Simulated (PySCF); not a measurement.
Isomers of C5H9OP. Computed with PBE0-D3(BJ)/def2-SVP geometry optimisation, gas phase in PySCF. One conformer each; no zero-point energy, no entropy. No frequencies were run at this level. Point groups hold within 0.08 Å.

**Question.** Rank from lowest to highest electronic energy at this level (kcal/mol).
A. `[CH3:1]/[CH:2]=[CH:3]/[P:4]=[CH:5]\[O:6][CH3:7]` with C2–C3–P4–C5 180°, P4–C5–O6–C7 179°
B. `[CH2:1]=[CH:2][P@@H:3](=[O:4])/[CH:5]=[CH:6]\[CH3:7]` with C1–C2–P3–O4 1°, C2–P3–C5–C6 73°
C. `[CH2:1]=[CH:2][C@@H:3]1[CH2:4][CH2:5][P@H:6]1=[O:7]` with C1–C2–C3–C4 132°, C2–C3–C4–C5 -150°, C3–C4–C5–P6 25°, C4–C5–P6–O7 -148°, C2–C3–P6–C5 145°

**Answer.** C (0.0), B (8.9), A (21.6).

As drawn, the lowest has a four-membered ring and a P=O bond, which the highest lacks.

| SMILES | E (Eh) | E rel (kcal/mol) | dipole (D) | point group | A, B, C (MHz) |
| --- | --- | --- | --- | --- | --- |
| C=C[C@@H]1CC[P@H]1=O | -611.75453 | 0.0 | 4.08 | C1 | 3120, 1988, 1317 |
| C=C[P@@H](=O)/C=C\C | -611.74035 | 8.9 | 4.59 | C1 | 3578, 1413, 1142 |
| C/C=C/P=C\OC | -611.72011 | 21.6 | 2.38 | Cs | 4392, 973.7, 805.1 |

**Question.** How do the relative energies change in single points at PBE0/pcSseg-1 (no added dispersion term) on the same geometries?

**Answer.** 
| SMILES | PBE0-D3(BJ)/def2-SVP (kcal/mol) | PBE0/pcSseg-1 (kcal/mol) | shift |
| --- | --- | --- | --- |
| C=C[C@@H]1CC[P@H]1=O | 0.0 | 0.0 | 0.0 |
| C=C[P@@H](=O)/C=C\C | 8.9 | 6.9 | -2.0 |
| C/C=C/P=C\OC | 21.6 | 22.8 | +1.2 |

Each column counts from its own lowest isomer. The order is unchanged; the largest shift is 2.0 kcal/mol.
